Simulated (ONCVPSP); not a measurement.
**rhenium (Re): one change to an ONCV potential, before and after**

- Element: Re (Z = 75)
- Generator: ONCVPSP 4.0.1
- Type: optimised norm-conserving Vanderbilt (ONCV)
- Functional: LDA (Perdew-Zunger)
- Relativity: scalar-relativistic
- Frozen core: [Kr] 4d10
- Valence charge: 29
- Reference configuration: 4f13.5 5s2 5p6 5d5.5 6s2
- Partial waves: 5s+6s: rc 1.95 bohr, ncon 4, nbas 9, qcut 7.3 1/bohr, 2 projectors; 5p: rc 2.05 bohr, ncon 4, nbas 8, qcut 7.4 1/bohr, 1 projector; 5d: rc 1.70 bohr, ncon 4, nbas 8, qcut 6.4 1/bohr, 2 projectors, debl 0.4 Ha; 4f: rc 0.65 bohr, ncon 3, nbas 8, qcut 26.5 1/bohr, 2 projectors, debl 2.7 Ha
- Local potential: polynomial inside 0.50 bohr (lpopt 5, dvloc0 -1 Ha)
- Core correction: polynomial model core, fcfact 0.45

Change: p: qcut 4.4.

Cutoffs: the cutoffs (Ha) at which the residual kinetic energy of the hardest occupied pseudo-wave falls to 1 and 0.1 mHa per electron; they do not see the model core or the augmentation charge, which bear on the density cutoff. Errors are all-electron minus pseudo energies relative to the spin-unpolarised reference configuration.

**Question.** Predict the effect on cutoff, ghosts and configuration errors.

**Answer.** The potential gets neither clearly harder nor softer (292 Ha and 319 Ha → 292 Ha and 319 Ha); both files keep a bound ghost (d, p, s); of the 4 tests that both files solve, the error grows in 3 and shrinks in 0 by more than 15 % and 0.3 meV (median size 47.9 → 76.3 meV).

```tsv
quantity	base	changed
cutoff, loose	292 Ha	292 Ha
cutoff, tight	319 Ha	319 Ha
loose cutoff by channel	s 16 Ha, p 13 Ha, d 16 Ha, f 292 Ha	s 16 Ha, p 17 Ha, d 16 Ha, f 292 Ha
bound ghosts	s, p, d	s, p, d
GHOST(+) flags under 300 eV	s at 37.7 eV	s at 37.7 eV
error for 4f14 5s2 5p6 5d5 6s2, meV [ΔE -19.59 eV]	-66	-95
error for 4f14 5s2 5p6 5d5 6s1, meV [ΔE -10.08 eV]	-29	-58
error for 4f14 5s2 5p6 5d5 6s0, meV [ΔE 6.60 eV]	+13	-13
error for 4f14 5s2 5p5 5d5 6s2, meV [ΔE 33.56 eV]	-98	-154
s: phases at 1.97 bohr within 0.05 rad from the reference energy up to (Ha; the scan ends near 5)	1.3	1.3
p: phases at 2.08 bohr within 0.05 rad from the reference energy up to (Ha; the scan ends near 5)	-0.2	0.4
d: phases at 1.73 bohr within 0.05 rad from the reference energy up to (Ha; the scan ends near 5)	to the end of the scan	to the end of the scan
f: phases at 0.66 bohr within 0.05 rad from the reference energy up to (Ha; the scan ends near 5)	to the end of the scan	to the end of the scan
rms error of d²Exc/dni dnj with the model core, mHa	2.07	2.10
```

 A true bound ghost makes a file unfit for plane-wave use even where its test errors are small: the radial tests pick states by their node count and pass the ghost by.
